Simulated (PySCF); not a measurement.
## Calculated data, CH$_{6}$N$_{2}$Si, CH$_{5}$BFO, CH$_{5}$OSi$_{2}$, B$_{2}$H$_{5}$NSi and others

Calculation on a computer-drawn molecule: the log of a Hartree-Fock and frozen-core CCSD(T) single point meant for a local Hartree-Fock minimum, with one planted fault or none, to be diagnosed. Offsets are logged minus clean, where the clean run is the same molecule without the fault. The reference is restricted for singlets and unrestricted otherwise, and also for a bond in bohr or an excited solution. Adding or removing an electron swaps singlet and doublet. The excited solution moves the top pair (singlet) or top alpha electron (doublet) to the lowest empty orbital. Highest occupied and lowest empty are orbital energies over both spins, largest force is the largest gradient component, triples share is (T) over the correlation energy, the T1 limit is 0.02 restricted and 0.045 unrestricted, electrons count all cores, a negative frequency is imaginary (commonest isotopes), and the dipole is about the centre of nuclear charge. Program: PySCF 2.14.0.

Common to all runs: meant multiplicity 1; logged SCF converged yes; logged CC converged yes; logged SCF stable within its kind yes; possible faults no fault, one electron removed, one electron added, multiplicity raised by two, geometry at a saddle point, SCF held on an excited solution, minimal basis STO-3G, one bond length entered in bohr, all coordinates scaled.

(1) CH$_{6}$N$_{2}$Si

Logged structure:
```xyz
10
CH6N2Si
N     -0.1586     1.2914    -1.7481
C      0.9766     0.1586    -1.6470
Si     2.2359     0.4630     0.0278
N      3.1934    -1.1481    -0.0596
H      0.2980     2.2967    -1.8274
H     -0.7679     1.1602    -2.6623
H      1.6638     0.0526    -2.6434
H      0.4360    -0.9109    -1.5028
H      3.9890    -1.3880     0.6649
H      3.0540    -1.9649    -0.7899
```

- meant charge: 0
- meant basis: cc-pV(D+d)Z
- logged electrons: 40
- logged basis functions: 95
- logged spin squared: 0
- logged highest occupied: -8.6619 eV
- logged lowest empty: 1.6493 eV
- logged largest force: 0.065911 hartree/bohr
- logged T1 diagnostic: 0.017966
- logged D1 diagnostic: 0.071462
- logged triples share: 0.032677
- logged dipole magnitude: 2.0582 debye
- logged energy HF: -439.10623 hartree
- logged energy CCSD(T): -439.76865 hartree
- planted fault: all coordinates scaled, by +10.0 %
- HF energy offset from clean run: 48.39 kcal/mol
- CCSD(T) energy offset from clean run: 31.71 kcal/mol

Drawn bonds:
```csv
atom,other atom,order
1,2,1
2,3,1
3,4,1
1,5,1
1,6,1
2,7,1
2,8,1
4,9,1
4,10,1
```

(2) CH$_{5}$BFO

Logged structure:
```xyz
9
CH5BFO
O      1.0214    -0.4939    -3.0791
C      0.4448     0.3270    -2.0441
B     -0.4920    -0.5337    -1.0109
F     -1.0054     0.4360    -0.0196
H      1.5470     0.0488    -3.6391
H      1.2595     0.8221    -1.4938
H     -0.1480     1.1244    -2.5178
H      0.1739    -1.4051    -0.4194
H     -1.4547    -1.0558    -1.6049
```

* meant charge: -1
* meant basis: aug-cc-pVDZ
* logged electrons: 33
* logged basis functions: 137
* logged spin squared: 0.7638
* logged highest occupied: -11.561 eV
* logged lowest empty: -2.3007 eV
* logged largest force: 0.11381 hartree/bohr
* logged T1 diagnostic: 0.027309
* logged D1 diagnostic: 0.17296
* logged triples share: 0.030005
* logged dipole magnitude: 4.5708 debye
* logged energy HF: -239.68602 hartree
* logged energy CCSD(T): -240.39784 hartree
* planted fault: one electron removed
* HF energy offset from clean run: 90.59 kcal/mol
* CCSD(T) energy offset from clean run: 104.5 kcal/mol

Drawn bonds:
```csv
atom,other atom,order
1,2,1
2,3,1
3,4,1
1,5,1
2,6,1
2,7,1
3,8,1
3,9,1
```

(3) CH$_{5}$OSi$_{2}$

Logged structure:
```xyz
9
CH5OSi2
O      1.8944    -0.0635    -0.9909
C      1.4563    -1.1216    -0.4448
Si    -0.2849    -1.7283    -0.1851
Si    -1.6481    -0.0597     0.1621
H      0.6314     1.0752    -1.5904
H      2.2823    -1.7700    -0.1520
H     -0.2759    -2.9741     0.5811
H     -3.0093    -0.2201     0.6771
H     -1.3141     1.2629    -0.3834
```

* meant charge: 1
* meant basis: cc-pV(D+d)Z
* logged electrons: 46
* logged basis functions: 99
* logged spin squared: 1.3012
* logged highest occupied: -13.649 eV
* logged lowest empty: -5.0063 eV
* logged largest force: 0.018375 hartree/bohr
* logged T1 diagnostic: 0.077707
* logged D1 diagnostic: 0.34718
* logged triples share: 0.04911
* logged dipole magnitude: 1.2407 debye
* logged energy HF: -693.05494 hartree
* logged energy CCSD(T): -693.61368 hartree
* planted fault: one bond length entered in bohr, row 4 of the drawn bonds
* HF energy offset from clean run: 75.46 kcal/mol
* CCSD(T) energy offset from clean run: 79.26 kcal/mol

Drawn bonds:
```csv
atom,other atom,order
1,2,1
2,3,2
3,4,1
1,5,1
2,6,1
3,7,1
4,8,1
4,9,1
```

Notes: T1 above single-reference limit.

(4) B$_{2}$H$_{5}$NSi

Logged structure:
```xyz
9
B2H5NSi
B     -2.7703     0.1323     1.0563
B     -1.1599     0.4151     0.5638
N     -0.1505    -0.5203     0.7727
Si     0.9682    -1.5734     1.0142
H     -3.5776    -0.3920     0.3302
H     -3.1706     0.4544     2.1472
H     -0.8773     1.4604     0.0141
H      1.7941    -1.6172     2.2293
H      1.3087    -2.6317     0.0526
```

* meant charge: 0
* meant basis: cc-pV(D+d)Z
* logged electrons: 35
* logged basis functions: 90
* logged spin squared: 0.7711
* logged highest occupied: -16.385 eV
* logged lowest empty: -7.0533 eV
* logged largest force: 0.072724 hartree/bohr
* logged T1 diagnostic: 0.049647
* logged D1 diagnostic: 0.26946
* logged triples share: 0.032906
* logged dipole magnitude: 3.1839 debye
* logged energy HF: -395.33497 hartree
* logged energy CCSD(T): -395.78893 hartree
* planted fault: one electron removed
* HF energy offset from clean run: 183.4 kcal/mol
* CCSD(T) energy offset from clean run: 204.1 kcal/mol

Drawn bonds:
```csv
atom,other atom,order
1,2,1
2,3,1
3,4,2
1,5,1
1,6,1
2,7,1
4,8,1
4,9,1
```

Notes: T1 above single-reference limit.

(5) CH$_{3}$BF

Logged structure:
```xyz
6
CH3BF
C     -1.0858    -1.2654     0.3656
B     -1.5111    -2.6395     0.7961
F     -1.8581    -3.7602     1.1472
H     -0.0691    -1.3181    -0.0377
H     -1.7758    -0.9046    -0.4043
H     -1.1104    -0.5976     1.2331
```

- meant charge: 1
- meant basis: cc-pVDZ
- logged electrons: 22
- logged basis functions: 57
- logged spin squared: 2.0146
- logged highest occupied: -14.159 eV
- logged lowest empty: -11.076 eV
- logged largest force: 0.14922 hartree/bohr
- logged T1 diagnostic: 0.018637
- logged D1 diagnostic: 0.057293
- logged triples share: 0.022497
- logged dipole magnitude: 5.6754 debye
- logged energy HF: -163.19266 hartree
- logged energy CCSD(T): -163.59139 hartree
- planted fault: multiplicity raised by two
- HF energy offset from clean run: 193.8 kcal/mol
- CCSD(T) energy offset from clean run: 209.7 kcal/mol

Drawn bonds:
```csv
atom,other atom,order
1,2,1
2,3,1
1,4,1
1,5,1
1,6,1
```

(6) CH$_{5}$BFO

Logged structure:
```xyz
9
CH5BFO
C     -1.1172    -0.4027    -1.4149
O     -1.2962     0.5064    -2.4244
B     -0.4254     1.7016    -2.3647
F     -0.7642     2.5233    -3.4999
H     -0.0942    -0.8113    -1.3914
H     -1.3116     0.0279    -0.4196
H     -1.8060    -1.2463    -1.5493
H      0.7840     1.3674    -2.4333
H     -0.6329     2.3433    -1.3043
```

- meant charge: -1
- meant basis: aug-cc-pVDZ
- logged electrons: 33
- logged basis functions: 137
- logged spin squared: 0.7695
- logged highest occupied: -11.521 eV
- logged lowest empty: -0.66857 eV
- logged largest force: 0.061284 hartree/bohr
- logged T1 diagnostic: 0.056599
- logged D1 diagnostic: 0.38487
- logged triples share: 0.029642
- logged dipole magnitude: 5.9929 debye
- logged energy HF: -239.75945 hartree
- logged energy CCSD(T): -240.46245 hartree
- planted fault: one electron removed
- HF energy offset from clean run: 66.78 kcal/mol
- CCSD(T) energy offset from clean run: 84.28 kcal/mol

Drawn bonds:
```csv
atom,other atom,order
1,2,1
2,3,1
3,4,1
1,5,1
1,6,1
1,7,1
3,8,1
3,9,1
```

Notes: T1 above single-reference limit.

(7) CH$_{4}$B$_{2}$O

Logged structure:
```xyz
8
CH4B2O
C      1.5812     1.3229     0.1195
B      0.3980     1.4434     0.8379
B     -1.0411     1.5255     1.7213
O     -1.7423     2.6499     1.9787
H      2.0809     2.1768    -0.3275
H      2.0690     0.3648    -0.0323
H     -1.4976     0.5073     2.1681
H     -1.3798     3.4475     1.6256
```

- meant charge: 0
- meant basis: cc-pVDZ
- logged electrons: 29
- logged basis functions: 76
- logged spin squared: 0.7841
- logged highest occupied: 0.84141 eV
- logged lowest empty: 7.9826 eV
- logged largest force: 0.061653 hartree/bohr
- logged T1 diagnostic: 0.01581
- logged D1 diagnostic: 0.0501
- logged triples share: 0.028539
- logged dipole magnitude: 2.7508 debye
- logged energy HF: -164.35863 hartree
- logged energy CCSD(T): -164.89591 hartree
- planted fault: one electron added
- HF energy offset from clean run: 37.6 kcal/mol
- CCSD(T) energy offset from clean run: 32.16 kcal/mol

Drawn bonds:
```csv
atom,other atom,order
1,2,2
2,3,1
3,4,1
1,5,1
1,6,1
3,7,1
4,8,1
```

Notes: highest electron not bound in this basis.

(8) CH$_{4}$BClSi

Logged structure:
```xyz
8
CH4BClSi
C     -2.1191     0.1527     1.8279
B     -1.2012    -0.0669     0.5622
Si     0.7293    -0.7605     0.6232
Cl     1.4863     1.2290     0.7114
H     -2.7203     1.0623     1.7491
H     -1.6060     0.1465     2.7917
H     -2.8337    -0.6847     1.8313
H     -1.6670     0.1727    -0.5256
```

- meant charge: 0
- meant basis: cc-pV(D+d)Z
- logged electrons: 46
- logged basis functions: 94
- logged spin squared: 0
- logged highest occupied: -8.6096 eV
- logged lowest empty: 0.57124 eV
- logged largest force: 2.04e-05 hartree/bohr
- logged lowest frequency: 77.576 cm⁻¹
- logged T1 diagnostic: 0.01399
- logged D1 diagnostic: 0.038673
- logged triples share: 0.028907
- logged dipole magnitude: 2.3724 debye
- logged energy HF: -813.30969 hartree
- logged energy CCSD(T): -813.82069 hartree

Drawn bonds:
```csv
atom,other atom,order
1,2,1
2,3,1
3,4,1
1,5,1
1,6,1
1,7,1
2,8,1
```

Q: Which fault was planted in the run of CH$_{4}$BClSi (entry 8)?
A: no fault

Further results for CH$_{4}$BClSi (entry 8):

* HF energy offset from clean run: 0 kcal/mol
* CCSD(T) energy offset from clean run: 0 kcal/mol
